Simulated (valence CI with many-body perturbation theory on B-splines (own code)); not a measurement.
Values are calculated unless marked as measured or tabulated.
# Ho28+: magnetic and hyperfine properties of the levels

Level of theory: configuration interaction combined with many-body perturbation theory (CI+MBPT): three valence electrons over a frozen Dirac-Fock core [Kr], radial functions for each j: 9 s, 9 p, 10 d, 8 f, 5 g, 3 h, 1 i, with the one-electron correlation potential Σ1 (screened to all orders), the two-electron term Σ2, the three-electron term Σ3, Breit, model QED; selected single and double excitations, second order for the rest (own B-spline code, finite nucleus).

The last digits are not significant, and no measured levels were compared; by estimate large intervals hold to a few tenths of a per cent, small ones and those within an open d or f shell to about a per cent. Only levels of the ground parity were solved; by the run's estimate the other parity begins above the list, which can be wrong where configurations are misplaced.

A/g_I is the dipole constant over the nuclear g factor μ/I (μ in nuclear magnetons, uniformly magnetised nucleus), B/Q the quadrupole constant per barn. Both hold the static response of the core; the bare values leave it out. Large factors of s and p1/2 electrons are usually good to 5 to 10 %; those of open d and f shells near neutrality can be off by tens of per cent, and small factors of p3/2, d and f electrons come from cancelling terms and can be off by a factor of two or in sign, in half-filled shells by more. B is blank for J = 1/2, where it vanishes, and for nearly pure S terms. Energies count from the lowest level.

Levels are named by their leading jj configuration (3d3/2^4 stands for four electrons in 3d with j = 3/2), which in mixed levels can hold well under half, so a name can repeat and another be missing. Letters in brackets count levels of one name in rising energy.

```csv
Level,E (eV),g,A/g_I (MHz),A/g_I bare,B/Q (MHz/b),B/Q bare
(4d3/2^3) J=3/2,0.000,0.634,17300,16400,-8950,-8610
(4d3/2^2 4d5/2) J=5/2 [a],7.768,1.047,9530,9400,-5000,-4820
(4d3/2^2 4d5/2) J=3/2,10.064,1.251,7310,7530,-3380,-3250
(4d3/2^2 4d5/2) J=7/2,10.720,1.086,9820,9750,1780,1680
(4d3/2^2 4d5/2) J=9/2,11.309,1.076,10400,10300,10100,9680
(4d3/2^2 4d5/2) J=1/2,11.565,1.924,-8700,-7200,,
(4d3/2^2 4d5/2) J=5/2 [b],17.327,1.403,4360,4860,13400,12800
(4d3/2 4d5/2^2) J=7/2 [a],18.798,1.067,8360,8270,1030,983
(4d3/2 4d5/2^2) J=9/2,19.926,1.137,8030,8070,4340,4130
(4d3/2 4d5/2^2) J=3/2 [a],21.497,1.147,8800,8830,-10500,-10100
(4d3/2 4d5/2^2) J=1/2,22.367,1.407,-2820,-2230,,
(4d3/2 4d5/2^2) J=11/2,23.156,1.088,9110,9050,22400,21500
(4d3/2 4d5/2^2) J=5/2 [a],23.715,1.166,4470,4600,15300,14700
(4d3/2 4d5/2^2) J=5/2 [b],25.184,1.100,9340,9290,-4320,-4150
(4d3/2 4d5/2^2) J=7/2 [b],26.057,1.109,9220,9200,4840,4670
(4d3/2 4d5/2^2) J=3/2 [b],30.597,1.074,11600,11500,8350,8010
(4d5/2^3) J=9/2,30.607,1.133,6790,6830,3440,3310
(4d5/2^3) J=3/2,35.979,0.946,10500,10200,6690,6400
(4d5/2^3) J=5/2,38.733,1.157,6730,6810,3500,3350
```
